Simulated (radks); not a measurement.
Question: These are the eigenvalues of the occupied orbitals of an atom or ion with whole-number occupations (hartree). Method: scalar-relativistic Kohn-Sham, PBEsol, spin-polarised, spherical densities, point nucleus; computed with a radial shooting solver on a logarithmic mesh with Libxc functionals.

orbital  eigenvalue
1s up      -1.52569

Which element is it, and in what charge state? The configuration may be excited. Open shells, if any, are filled with parallel spins first.

Answer: Z = 2, helium, charge +1: He+ in 1s1. The 1s level, -1.5257 hartree, gives Z - s = 1.7 by -(Z - s)^2/2, which with screening and relativity narrows Z to a few neighbours, and with so few levels the electron count can be read from the list.
